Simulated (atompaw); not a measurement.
**LDA (PW92) PAW (atompaw) dataset for platinum (Pt), scalar-relativistic all-electron reference.**

Pt, PAW, made with atompaw 4.2.0.5 (LDA (PW92), scalar-relativistic). Core [Xe] 4f14, reference 5d9 6s1 6p0. Waves: 6s (bound): rc 2.05 bohr; 6s channel at 0.35 Ry: rc 3.00 bohr; 6p (bound, empty): rc 3.00 bohr; 6p channel at 1.65 Ry: rc 3.00 bohr; 5d (bound): rc 3.00 bohr; 5d channel at 2.8 Ry: rc 1.90 bohr. Local part: ultrasoft scheme with l = 3 at 1 Ry, radius 2.50 bohr. Core correction: smooth core density matched at 2.25 bohr. Augmentation charge: besselshape compensation charge, radius 2.70 bohr; PAW radius 3.00 bohr; waves and projectors: custom rrkj gramschmidtortho.

All-electron outer shells of the reference configuration (LDA (PW92), scalar-relativistic, ld1.x):

```tsv
shell	level (eV)	outermost node (bohr)	outermost maximum (bohr)
4f	-70.50	–	0.38
5p	-56.29	0.53	0.98
5d	-6.38	0.57	1.26
6s	-5.96	1.14	2.38
6p	-0.96	1.36	3.55
```

(1) Is a potential produced?

Answers

(1) No. atompaw 4.2.0.5 stopped with "atompaw: The overlap operator has at least one negative eigenvalue!": the overlap operator built from these waves and projectors is not positive definite.
